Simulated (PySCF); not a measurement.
Excitations are Tamm–Dancoff values on a coarser integration grid. The basis has no diffuse functions, so Rydberg states are missing or too high.

Z-matrix (Å, degrees):
```
C
O 1 1.2096
C 1 1.5102 2 124.83
H 3 1.0956 1 109.23 2 0.00
H 3 1.0996 4 109.91 1 -120.97
H 3 1.0996 4 109.91 5 -118.07
S 1 1.8148 2 122.91 3 180.00
H 7 1.3534 1 93.54 2 0.00
```
Charge 0, spin multiplicity 1.

Problem. What is the computed HOMO, S1–T1 gap (TDA), total energy, dipole moment and brightest of the four lowest singlets (TDA) (PBE-D3(BJ)/def2-TZVP (PySCF))?

Solution. 
```json
{
  "HOMO": "-6.24 eV",
  "S1–T1 gap (TDA)": "0.55 eV",
  "total_energy": "-551.7709 Ha",
  "dipole_moment": "1.74 D",
  "brightest of the four lowest singlets (TDA)": "5.91 eV"
}
```
